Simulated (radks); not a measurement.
Excited configurations of neutral magnesium: one electron is placed in a higher orbital outside [Ne] 3s1. The ground configuration is [Ne] 3s2. All-electron calculation, non-relativistic Kohn-Sham, PBE, spin-polarised, spherical densities, point nucleus; open shells are filled with parallel spins first. Program: a radial shooting solver on a logarithmic mesh with Libxc functionals. Excitation = E - E(ground); binding = E(ion) - E, where the ion is the core of charge +1; n* = 1/sqrt(2 binding) in atomic units, and the quantum defect is n - n*.

| outer orbital | excitation (eV) | binding (eV) | n* | quantum defect |
|---|---|---|---|---|
| 4p | 5.633 | 1.979 | 2.622 | 1.378 |
| 4d | 6.413 | 1.199 | 3.369 | 0.631 |
| 5p | 6.471 | 1.141 | 3.453 | 1.547 |
| 5f | 6.934 | 0.678 | 4.480 | 0.520 |
| 6s | 6.713 | 0.899 | 3.891 | 2.109 |

The Delta-SCF ionisation energy is 7.612 eV (NIST Atomic Spectra Database: 7.646 eV, measured). Self-interaction in the functional shifts the binding energies and quantum defects, so they are the method's values and not measured ones.
